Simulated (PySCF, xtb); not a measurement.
O3S, SMILES O=S(=O)=O.

xtb 6.7.1 with GFN2-xTB at its own geometry gives an orbital gap of 4.45 eV and a dipole moment of 0.00 D.

Coordinates come from a B3LYP-D3(BJ)/def2-TZVP optimisation.

Question: What does PBE/def2-TZVPD run with PySCF give? (Estimate from the structure and the level; the computed values follow.)

Answer: gap 4.53 eV (levels -8.29 and -3.76 eV), dipole 0.00 D.
